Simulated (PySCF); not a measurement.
## Spinor energies of Co¹⁰⁺ (cobalt, charge +10)

Start: [Ne] 3s2 3p5; 3p1/2 filled at m_j = -1/2, +1/2; 3p3/2 filled at m_j = -1/2, +1/2, +3/2. Calculated with PySCF 2.14 in an uncontracted even-tempered set (20 s from 0.64 bohr⁻², ratio 2.4; 14 p from 0.83 bohr⁻², ratio 2.4; 5 d from 5.2 bohr⁻², ratio 2.6; 4 f from 7.8 bohr⁻², ratio 2.6): generalised Hartree-Fock with the X2C-1e Hamiltonian and a Gaussian nucleus; one run each with spin-orbit coupling (SO) switched off, then screened by Boettger's factors.

| spinor shell | electrons | ε, spin-free (eV) | ε, screened SO (eV) | weight of nominal j (screened SO) | rms radius, screened SO (bohr) |
| --- | --- | --- | --- | --- | --- |
| 1s1/2 | 2 | -8043.0 | -8042.8 | 1.000 | 0.0649 |
| 2s1/2 | 2 | -1233.1 | -1232.9 | 1.000 | 0.274 |
| 2p1/2 | 2 | -1090.4 | -1101.2 | 0.999 | 0.245 |
| 2p3/2 | 4 | -1090.4 | -1085.0 | 0.999 | 0.248 |
| 3s1/2 | 2 | -352.21 | -352.17 | 1.000 | 0.743 |
| 3p1/2 | 2 | -306.93 | -308.91 | 0.852 | 0.751 |
| 3p3/2 | 3 | -306.93 | -305.86 | 0.901 | 0.756 |

| quantity | spin-free | screened SO |
| --- | --- | --- |
| E (hartree) | -1354.12856 | -1354.18615 |
| M_J | 3/2 | 3/2 |
| ⟨J²⟩ | 3.752 | 3.752 |
| ⟨L²⟩ | 2.002 | 2.002 |
| ⟨S²⟩ | 0.751 | 0.751 |

Each row is a mean over spinors that exchange with the open shell spreads, by up to 7.839 eV (3s1/2).

Rows whose weight is well below 1 are mixtures of j = l ± 1/2: exchange outweighs spin-orbit coupling there, and the label is only the starting occupation.

Without spin-orbit coupling the j labels of p, d and f shells carry no meaning; the spin-free column gives the mean over the occupied spinors of each nl shell.
